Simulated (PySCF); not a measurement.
A side-by-side comparison of computed properties.

First species: C₆H₁₁ClOSi.
Structure used (GFN2-xTB), in Å, numbered top down from 1:
```
atom  x, y, z in Å
C1    -1.9961    0.8988    0.8849
C2    -1.7401   -0.0067   -0.0467
C3    -2.2226   -1.4200    0.0207
C4    -0.8826    0.3102   -1.2471
C5     0.4915   -0.2204   -0.8977
O6     0.7892   -1.3790   -1.0833
Si7    1.7426    0.9941   -0.0766
C8     3.0996   -0.1002    0.6919
Cl9    4.3809    0.9406    1.3758
H10   -1.6398    1.9121    0.8103
H11   -2.5960    0.6648    1.7477
H12   -2.9779   -1.5941   -0.7458
H13   -1.3955   -2.1033   -0.1699
H14   -2.6548   -1.6434    0.9921
H15   -0.8368    1.3828   -1.4249
H16   -1.2697   -0.2090   -2.1251
H17    2.3030    1.8411   -1.1315
H18    1.0880    1.8005    0.9508
H19    2.7328   -0.7186    1.5091
H20    3.5789   -0.7500   -0.0374
```

Second species: C7H6ClN.
Cartesian coordinates in Å at the GFN2-xTB level; atoms count from 1:
```xyz
15
C7H6ClN angstrom
N      4.600   -0.311   -1.166
C      3.666   -0.358   -0.499
C      2.533   -0.419    0.327
C      1.323   -0.127   -0.131
C      0.419    0.277   -1.178
C     -0.103    0.032    0.023
C     -1.257   -0.045    0.920
C     -2.552    0.328    0.208
Cl    -3.928    0.218    1.342
H      2.695   -0.714    1.355
H      0.295    0.564   -2.194
H     -1.327   -1.060    1.322
H     -1.090    0.623    1.772
H     -2.520    1.353   -0.161
H     -2.760   -0.354   -0.617
```

Levels: PBE0/pcSseg-1 for dipole moment, HOMO energy, LUMO energy and HOMO–LUMO gap; GFN2-xTB for rotational constant A and rotational constant C. Geometries: GFN2-xTB. Each species is one conformer at its optimised geometry, gas phase, non-relativistic unless stated; the electronic structure was computed with PySCF and density fitting.

Dipoles, sizes and rotational constants follow the conformer. The torsions of the flexible species, by atom-mapped SMILES:
- `[CH2:1]=[C:2]([CH3:3])[CH2:4][C:5](=[O:6])[SiH2:7][CH2:8][Cl:9]`: C1–C2–C4–C5 98°, C2–C4–C5–O6 85°, C4–C5–Si7–C8 163°, C5–Si7–C8–Cl9 176°
- `[N:1]#[C:2]/[CH:3]=[C:4]1[CH:5]=[C:6]\1[CH2:7][CH2:8][Cl:9]`: C5–C6–C7–C8 0°, C6–C7–C8–Cl9 180°

Which of the two has the higher HOMO energy, and by how much?

The second: -6.81 eV against -6.86 eV, a difference of 0.05 eV.

Which has the higher rotational constant C?

The first: 0.450 GHz against 0.376 GHz, a difference of 0.074 GHz.

Which of the two has the higher dipole moment, and by how much?

The second: 5.46 D against 2.58 D, a difference of 2.88 D.

Which of the two has the higher HOMO–LUMO gap, and by how much?

The second: 5.55 eV against 5.36 eV, a difference of 0.19 eV.

Which of the two has the higher rotational constant A, and by how much?

The second: 9.406 GHz against 2.417 GHz, a difference of 6.989 GHz.

Which of the two has the higher LUMO energy, and by how much?

The second: -1.26 eV against -1.50 eV, a difference of 0.24 eV.

On the first: The dipole matches unit charges of opposite sign 0.54 Å apart (1 e·Å = 4.8032 D).

On the second: A dipole of 5.46 D is allowed in Cs, and pure rotational transitions are dipole-allowed. The dipole matches unit charges of opposite sign 1.14 Å apart (1 e·Å = 4.8032 D).
